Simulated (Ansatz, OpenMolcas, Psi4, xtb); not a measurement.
**A ladder of methods for Br2 (SMILES BrBr)**

Br2 has 2 atoms, charge 0, and is taken as a singlet. As SMILES, `BrBr`. The coordinates come from a PBE0-D4/def2-TZVP relaxation.

```xyz
2

Br    0.9730   -0.3254    0.4985
Br   -0.9730    0.3254   -0.4985
```

Each level gives the atomisation enthalpy at 298 K (kJ/mol). The values are calculated. The thermal term (zero-point and 298 K enthalpy, harmonic and unscaled) is that of PBE0-D4/def2-TZVP; the spin-orbit lowering of the free atoms at 298 K, 29.4 kJ/mol by their spectra, is taken off.

Measured value to compare with: Active Thermochemical Tables gives the atomisation enthalpy at 298 K of the gas as 193 kJ/mol.

```json
{"level": "GFN1-xTB", "kind": "semi-empirical", "program": "xtb", "value (kJ/mol)": "283", "computed − measured": "+90", "CPU time (all runs)": "under 2 s"}
{"level": "HF/aug-cc-pVTZ", "kind": "Hartree–Fock", "program": "OpenMolcas", "value (kJ/mol)": "37", "computed − measured": "-156", "CPU time (all runs)": "44 s"}
{"level": "SVWN5/aug-cc-pVTZ", "kind": "LDA", "program": "OpenMolcas", "value (kJ/mol)": "277", "computed − measured": "+84", "CPU time (all runs)": "46 s"}
{"level": "BLYP/aug-cc-pVTZ", "kind": "GGA", "program": "OpenMolcas", "value (kJ/mol)": "184", "computed − measured": "-9", "CPU time (all runs)": "51 s"}
{"level": "M06-L/aug-cc-pVTZ", "kind": "meta-GGA", "program": "OpenMolcas", "value (kJ/mol)": "182", "computed − measured": "-11", "CPU time (all runs)": "100 s"}
{"level": "B3LYP/aug-cc-pVTZ", "kind": "global hybrid", "program": "OpenMolcas", "value (kJ/mol)": "175", "computed − measured": "-18", "CPU time (all runs)": "49 s"}
{"level": "B2PLYP/aug-cc-pVTZ (density fitting for correlation)", "kind": "double hybrid", "program": "Psi4", "value (kJ/mol)": "178", "computed − measured": "-15", "CPU time (all runs)": "1.9 min"}
{"level": "FCI/STO-3G", "kind": "exact in the basis", "program": "Ansatz", "value (kJ/mol)": "177", "computed − measured": "-16", "CPU time (all runs)": "0.3 s"}
```

Nearest: BLYP/aug-cc-pVTZ (-9 kJ/mol); farthest: HF/aug-cc-pVTZ (-156 kJ/mol). Computed less measured by kind, in kJ/mol (of the ab initio rows, those in aug-cc-pVTZ): semi-empirical +90; Hartree–Fock -156; LDA +84; GGA -9; meta-GGA -11; global hybrid -18; double hybrid -15. All-electron rows without a relativistic Hamiltonian named are non-relativistic. GFN1-xTB: no spin polarisation, so open shells miss the exchange term that lowers them. High-level rows in very small sets aren't better than simpler rows in larger ones. CPU times are rough (shared hosts, several kinds of processor and program).
